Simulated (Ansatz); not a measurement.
Species: C₄H₂BrSe (charge 0, doublet). It need not be the lowest isomer of its formula. SMILES: [se]1[c]c(cc1)Br
Geometry: optimised at B3LYP-D3(BJ)/def2-TZVP (Ansatz, a first-principles code).

Quantity: atomisation energy (electronic, to ground-state atoms), in kcal/mol. Cores are frozen in the correlated levels unless marked. UHF or UKS for open shells. Spin-orbit coupling is left out. The frozen core is the preceding noble-gas configuration, with the filled d and f shells of earlier blocks. No relativistic terms. The coupled-cluster limit lacks core correlation, which all-electron functionals hold. Basis-set limits of correlation are two-point, X^-3; Hartree-Fock from the larger set.

```json
[
 {"level": "HF/6-31G", "program": "Ansatz", "atomisation energy (kcal/mol)": "491.8"},
 {"level": "revPBE-D3(BJ)/def2-TZVPD", "program": "Ansatz + dftd3", "atomisation energy (kcal/mol)": "800.7"},
 {"level": "revPBE-D4/def2-TZVPD", "program": "Ansatz + dftd4", "atomisation energy (kcal/mol)": "805.1"},
 {"level": "r2SCAN-D3(BJ)/def2-TZVPD", "program": "Ansatz + dftd3", "atomisation energy (kcal/mol)": "798.5"},
 {"level": "B3LYP-D4/def2-TZVPD", "program": "Ansatz + dftd4", "atomisation energy (kcal/mol)": "782.0"},
 {"level": "PBE0/6-31G*", "program": "Ansatz", "atomisation energy (kcal/mol)": "795.1"},
 {"level": "PBE0-D3(BJ)/def2-TZVPD", "program": "Ansatz + dftd3", "atomisation energy (kcal/mol)": "804.8"}
]
```

Q: What does CCSD(T)/CBS(cc-pVTZ,cc-pVQZ) (Ansatz) give?

A: 778.3 kcal/mol, so PBE0-D3(BJ)/def2-TZVPD differs from it by 26.5 kcal/mol.
